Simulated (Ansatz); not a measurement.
Isolated molecules relaxed with PBE0-D4/def2-TZVP in Ansatz; ΔE leaves out vibrations. CCSD(T)/CBS adds triple-zeta CCSD(T) − MP2 to the extrapolated MP2 energy (def2 sets, frozen cores). This one scheme is used for every species. Functionals use def2-TZVPP. B3LYP here is the variant with VWN-RPA as its local correlation; programs differ in this. Elements past krypton have def2 core potentials. For Sb outer-core shells are correlated without core-valence functions, which leaves a few kJ/mol of doubt a bond. Each species was taken in one conformer, which may not be the lowest.

Reaction (formal exchange of groups at the Si–S bond): `C[SiH2][S][SbH2]` + CH₄ → `C[SiH2]C` + `[SH][SbH2]`

| level | ΔE (kcal/mol) | difference from CCSD(T)/CBS |
| --- | --- | --- |
| PBE-D4 | 17.8 | -0.3 |
| r2SCAN-D4 | 17.8 | -0.3 |
| PBE0-D4 | 17.9 | -0.2 |
| B3LYP-D4 | 17.7 | -0.4 |
| ωB97X-V | 16.8 | -1.3 |
| ωB97M-V | 16.9 | -1.2 |
| B2PLYP | 16.9 | -1.2 |
| PBE | 16.6 | -1.5 |
| r2SCAN | 17.5 | -0.6 |
| PBE0 | 16.8 | -1.3 |
| B3LYP | 15.7 | -2.4 |
| HF/def2-TZVPP | 15.9 | -2.2 |
| MP2/def2-TZVPP | 19.0 | 0.9 |
| SCS-MP2/def2-TZVPP | 18.0 | -0.1 |
| CCSD/def2-TZVPP | 16.6 | -1.5 |
| CCSD(T)/def2-TZVPP | 17.2 | -0.9 |
| HF/def2-QZVPP | 15.8 | -2.3 |
| MP2/def2-QZVPP | 19.5 | 1.4 |
| SCS-MP2/def2-QZVPP | 18.5 | 0.4 |
| HF/CBS(def2) | 15.8 | -2.3 |
| MP2/CBS(def2) | 20.0 | 1.9 |
| CCSD/CBS(def2) | 17.5 | -0.6 |
| CCSD(T)/CBS | 18.1 | 0 |

Largest T1 diagnostic among the species: 0.013.

In def2-TZVPP, CCSD(T) changes the Hartree–Fock value by +1.3 kcal/mol (the triples alone add +0.7 kcal/mol) and MP2 by +3.2 kcal/mol. The D4 term adds +2.0 kcal/mol with B3LYP and +1.1 kcal/mol with PBE0; it sums over pairs of atoms, weighted by their polarisabilities, and B3LYP, whose exchange is more repulsive, gets the larger term.
